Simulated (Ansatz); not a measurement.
`ClBC[O][GeH3]` + H₂S → `[SH][GeH3]` + `OCBCl`  (ligand exchange at a Ge–O bond)

Isolated molecules relaxed with PBE0-D4/def2-TZVP in Ansatz; ΔE leaves out vibrations. CCSD(T)/CBS is the MP2 limit (def2-TZVPP, def2-QZVPP) plus CCSD(T) − MP2 in def2-TZVPP, frozen cores. This one scheme is used for every species. Functionals use def2-TZVPP. B3LYP here is the variant with VWN-RPA as its local correlation; programs differ in this. For Ge outer-core shells are correlated without core-valence functions, which leaves a few kJ/mol of doubt a bond. Scalar relativity is left out up to krypton. One conformer a species, not always the lowest.

(1) Is it downhill or uphill in electronic energy at CCSD(T)/CBS, and by how much? (Estimate.)

(2) What do these levels give: B3LYP-D4, PBE, r2SCAN, CCSD/def2-TZVPP, HF/def2-QZVPP, SCS-MP2/def2-QZVPP? (Best estimate.)

Largest T1 diagnostic among the species: 0.012.

Answers

(1) Ansatz gave: Downhill: ΔE = -28.9 kJ/mol.

(2) The calculation gave: B3LYP-D4 -28.7, PBE -41.6, r2SCAN -34.9, CCSD/def2-TZVPP -24.0, HF/def2-QZVPP -22.2, SCS-MP2/def2-QZVPP -23.8 kJ/mol.

The D4 term adds +3.2 kJ/mol with B3LYP and +2.1 kJ/mol with PBE0; it sums over pairs of atoms, weighted by their polarisabilities, and B3LYP, whose exchange is more repulsive, gets the larger term.
